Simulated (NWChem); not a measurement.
Species: C$_{5}$H$_{2}$F$_{2}$; SMILES C#CC=C=C(F)F

```xyz
9

C      0.7090     3.2884     0.0000
C      0.0080     2.2827     0.0000
C     -0.8466     1.1425     0.0000
C     -0.4342    -0.1224     0.0000
C     -0.0162    -1.3683     0.0000
F      0.2187    -2.0924     1.0918
F      0.2187    -2.0924    -1.0918
H      1.3385     4.1676     0.0000
H     -1.9366     1.3562     0.0000
```
Atoms are numbered in this order, from 1.

Computed with NWChem. Pople sets run with spherical d functions. STO-3G and 3-21G are far too small for this property and stand as cheap habits. Geometry: optimised at PBE-D3(BJ)/def2-SVP. B3LYP is NWChem's, with the RPA form of VWN correlation. Field at 589 nm.

Question: Order these by “anisotropy (bohr³)”, lowest first: B3LYP/STO-3G; B3LYP/6-31G*; B3LYP/def2-SVP.

Answer: B3LYP/STO-3G (62.8), B3LYP/def2-SVP (76.9), B3LYP/6-31G* (78.8)
